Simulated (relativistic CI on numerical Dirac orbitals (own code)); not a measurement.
What each ingredient does to the levels of W45+

Base calculation: Dirac-Coulomb-Breit CI, separate exchange-only KLI orbitals for each configuration, QED by a radiative potential, unscaled Slater integrals.

Configuration list (outside the closed core [Ar]): 3d¹⁰4s, 3d¹⁰4p, 3d¹⁰4d, 3d¹⁰4f, 3d¹⁰5s, 3d¹⁰5p, 3d¹⁰5d, 3d¹⁰5f, 3d¹⁰5g, 3d⁹4p², 3d¹⁰6s, 3d¹⁰6p, 3d¹⁰6d, 3d⁸4s4p², 3d⁹4s², 3d⁹4p4d. Levels of other configurations are missing.

Variants: (1) valence Slater integrals scaled by 0.9; (2) configuration mixing switched off. Shifts of the energy above 3d¹⁰4s ²S1/2, in eV, for the lowest level and the first level of each name with at least 55 % of one term (blank where a level changes its place among those of its configuration and J or its character, or is not in the variant):

```csv
Level,Base,Δ(1),Δ(2)
3d¹⁰4s ²S1/2,0.00,0.00,0.00
3d¹⁰4p ²P°1/2,97.64,-0.01,+0.03
3d¹⁰4p ²P°3/2,198.89,-0.01,-0.01
3d¹⁰4d ²D3/2,349.53,-0.01,-0.03
3d¹⁰4d ²D5/2,371.04,-0.01,-0.05
3d¹⁰4f ²F°5/2,532.02,0.00,-0.04
3d¹⁰4f ²F°7/2,537.41,0.00,-0.04
3d¹⁰5s ²S1/2,966.82,-0.01,-0.08
3d¹⁰5p ²P°1/2,1014.17,+0.01,-0.01
3d¹⁰5p ²P°3/2,1061.73,+0.01,-0.01
3d¹⁰5d ²D3/2,1133.58,-0.01,-0.08
3d¹⁰5d ²D5/2,1143.99,-0.01,-0.07
3d¹⁰5f ²F°5/2,1215.40,-0.01,-0.08
3d¹⁰5f ²F°7/2,1218.54,-0.01,-0.07
```

At this charge energies of transitions that change n are usually good to better than 1 %, and those within a shell (Δn = 0) to a few per cent.

Ionisation energy from the two ground configurations alone: base 2412.95 eV. The NIST ASD value (semi-empirical) is 2414.1 eV.

LS names give the leading component of a level, which can be under half, so a name can repeat, a term be missing and a line seem to break the LS rules.
